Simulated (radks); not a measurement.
The nuclear charge of neutral iron is varied continuously with 26 electrons held in [Ar] 3d6 4s2. All-electron calculation, scalar-relativistic Kohn-Sham, r2SCAN, spin-polarised, spherical densities, finite nucleus; open shells are filled with parallel spins first; meta-GGA in the generalised Kohn-Sham scheme; Fermi nuclear charge, rms radius 3.7377 fm. Program: a radial shooting solver on a logarithmic mesh with Libxc functionals. By the Hellmann-Feynman theorem dE/dZ = E(electron-nucleus)/Z, the electronic potential at the nucleus (averaged over a nucleus of fixed radius). The scalar-relativistic energy here is not variational (the density holds large components alone), so the two differ by a part that grows with Z.

Z,E (hartree),E(electron-nucleus)/Z (hartree),HOMO,e(HOMO) (eV),<r> HOMO (bohr)
25.8,-1249.50075,-115.855,3d,-2.135,1.331
25.9,-1261.12599,-116.460,3d,-3.287,1.286
26,-1272.81178,-117.063,3d,-4.501,1.247
26.1,-1284.55803,-117.666,3d,-5.773,1.214
26.2,-1296.36467,-118.268,4s,-6.659,3.006
26.3,-1308.23162,-118.870,4s,-7.508,2.939
26.4,-1320.15884,-119.471,4s,-8.386,2.876
26.5,-1332.14628,-120.072,4s,-9.291,2.817
26.6,-1344.19389,-120.672,4s,-10.223,2.762
26.7,-1356.30164,-121.271,4s,-11.181,2.709
26.8,-1368.46948,-121.871,4s,-12.164,2.660
26.9,-1380.69738,-122.470,4s,-13.173,2.613
27,-1392.98533,-123.069,4s,-14.206,2.568

The central difference of E at Z = 26 is -117.160 hartree, to compare with the third column; the second derivative is -6.05 hartree.
